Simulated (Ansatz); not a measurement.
Relaxation of CH6FNSi (10 atoms, charge 0, multiplicity 1), to a largest force component of 0.03 eV/Å in at most 50 steps.

All numbers below come from Ansatz 0.2.0, RKS BLYP/def2-SVP.

```xyz
10
Properties=species:S:1:pos:R:3
Si 0.218 0.531 0.046
F 1.869 0.552 -0.181
N -0.174 0.300 -1.632
H 0.736 0.488 -2.068
H -0.174 1.839 0.671
C -0.291 -0.889 1.154
H -0.943 0.740 -2.142
H 0.124 -0.789 2.179
H 0.033 -1.859 0.728
H -1.398 -0.913 1.246
```

Task: Where does it end, and by what steps?

Result: The run converged. After 15 steps the energy has fallen by 0.315 eV; H7 moved furthest, 1.32 Å.

```
step  energy less start (eV)  largest force component (eV/Å)  accepted
   0                  0.0000                           0.607       yes
   1                 -0.0933                           0.378       yes
   2                 -0.1438                           0.541       yes
   3                  0.0530                           1.922        no
   4                 -0.1590                           0.348       yes
   5                 -0.1682                           0.051       yes
   6                 -0.1749                           0.542       yes
   7                 -0.2000                           0.123       yes
   8                 -0.2193                           0.120       yes
   9                 -0.2228                           0.318       yes
  10                 -0.2496                           0.413       yes
  11                 -0.2869                           0.208       yes
  12                 -0.3004                           0.615       yes
  13                 -0.3137                           0.075       yes
  14                 -0.3146                           0.103       yes
  15                 -0.3153                           0.010       yes
```

```xyz
10
Properties=species:S:1:pos:R:3
Si 0.400 0.541 0.055
F 2.038 0.297 0.120
N -0.237 0.484 -1.555
H -0.047 1.249 -2.208
H 0.179 1.926 0.571
C -0.388 -0.807 1.103
H -0.293 -0.406 -2.059
H 0.032 -0.806 2.129
H -0.198 -1.811 0.668
H -1.485 -0.666 1.176
```

Whether the end is a true minimum wasn't checked by a vibrational analysis.

Time of the run: 14 s on 2 threads of Intel(R) Xeon(R) 6975P-C (Granite Rapids), with other jobs on the host, peak memory 0.16 GiB.
